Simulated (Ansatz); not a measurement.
Harmonic frequencies (cm⁻¹) at PBE0-D4/def2-TZVP from Ansatz: 51, 112, 113, 151, 170, 177, 212, 240, 310, 448, 640, 650, 729, 2430, 4008.

Each molecule was computed in one conformer, which needn't be the lowest.

Question: Which molecule is it?
A. `[F][Hf]([F])([F])[SeH]`
B. `[OH][Hf]([F])([F])[I]`
C. `[OH][Hf]([F])([F])[SeH]`
D. `[OH][Hf]([F])([SH])[Cl]`

Answer: C.
